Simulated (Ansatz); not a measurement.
Reaction (formal hydrolysis of a B–Cl bond): `CC1[SiH2]B1Cl` + H₂O → `CC1[SiH2]B1O` + HCl

Isolated molecules relaxed with PBE0-D4/def2-TZVP in Ansatz; ΔE leaves out vibrations. CBS: MP2 limit from def2 TZ/QZ plus the TZ coupled-cluster correction, frozen cores. This one scheme is used for every species. One conformer a species, not always the lowest.

`CC1[SiH2]B1Cl`:

```xyz
11

C     1.098    1.061   -0.275
C     0.214    0.044    0.401
Si   -1.641   -0.679    0.189
B     0.123   -1.422    0.087
Cl    1.096   -2.473   -0.889
H     2.075    1.111    0.214
H     0.660    2.062   -0.247
H     1.270    0.795   -1.319
H    -0.038    0.300    1.438
H    -2.379   -0.324    1.423
H    -2.478   -0.476   -1.022
```

H₂O:

Z-matrix (Å, degrees):
```
O
H 1 0.960
H 1 0.960 2 105.1
```

`CC1[SiH2]B1O`:

Z-matrix (Å, degrees):
```
C
C 1 1.512
H 1 1.093 2 111.8
H 1 1.094 2 111.3 3 -120.8
H 1 1.092 2 110.9 3 120.0
Si 2 1.942 1 133.2 3 -68.2
B 2 1.530 1 127.2 3 -160.8
H 2 1.100 1 113.6 3 57.3
H 6 1.483 2 112.6 1 117.9
H 6 1.488 2 120.0 1 -16.3
O 7 1.343 2 135.9 1 -27.9
H 11 0.961 7 113.1 2 166.7
```

HCl:

```xyz
2

Cl    0.385    0.294    0.417
H    -0.385   -0.294   -0.417
```

```csv
level,ΔE (kJ/mol)
HF/def2-TZVPP,-48.0
MP2/def2-TZVPP,-26.5
CCSD(T)/def2-TZVPP,-33.8
MP2/CBS(def2),-21.4
```

**Question.** What does CCSD(T)/CBS give? (Best estimate.)

**Answer.** The calculation gave: -28.6 kJ/mol. The listed levels differ from it by -19.4, 2.1, -5.2, 7.2 kJ/mol.

Largest T1 diagnostic among the species: 0.013.

The D4 term adds +3.9 kJ/mol with B3LYP and +2.1 kJ/mol with PBE0; it sums over pairs of atoms, weighted by their polarisabilities, and B3LYP, whose exchange is more repulsive, gets the larger term. In def2-TZVPP, CCSD(T) changes the Hartree–Fock value by +14.2 kJ/mol (the triples alone add +3.6 kJ/mol) and MP2 by +21.5 kJ/mol.

B3LYP here is the variant with VWN-RPA as its local correlation; programs differ in this.
